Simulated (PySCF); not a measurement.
Atoms are numbered as in `[CH3:1][SiH2:2][O:3][C:4]([CH3:5])([CH3:6])[CH3:7]`. Each H is labelled by its parent atom.

- PBE0/pcSseg-1 with gauge-including orbitals
- coordinates at the GFN2-xTB level
- code: PySCF 2.14
- one conformer, equivalent nuclei averaged, gas phase, non-relativistic Hamiltonian

Shifts are taken against calculated references (same method and geometry level): 13C, 1H, 29Si against TMS; 17O vs H2O.

```
            atoms  nucleus  count  δ (ppm)
               C1      13C      1     -2.1
            H(C1)       1H      3        ?
               O3      17O      1     75.9
              Si2     29Si      1    -35.1
               C4      13C      1     72.7
H(C5)/H(C6)/H(C7)       1H      9        ?
           H(Si2)       1H      2     5.09
         C5/C6/C7      13C      3     32.8
```

Complete the table.

Results:


- H(C5)/H(C6)/H(C7): 1.34 ppm, hydrogen on a methyl carbon
- H(C1): 0.16 ppm, hydrogen on a methyl carbon bonded to Si; an electropositive neighbour shields it, as in TMS itself

Shifts are as computed. Against solution values, carbons near 30 ppm lie about +3 ppm off and those near 130 ppm about +5 ppm. Of 1211 compounds with measured shifts, 218 miss one by over three times the rms of a fit or turn the order of signals round; such compounds aren't used in these exercises. Experimental scales use liquid or dissolved standards, which lie at an offset from isolated H2O (liquid H2O: subtract about 36 ppm).
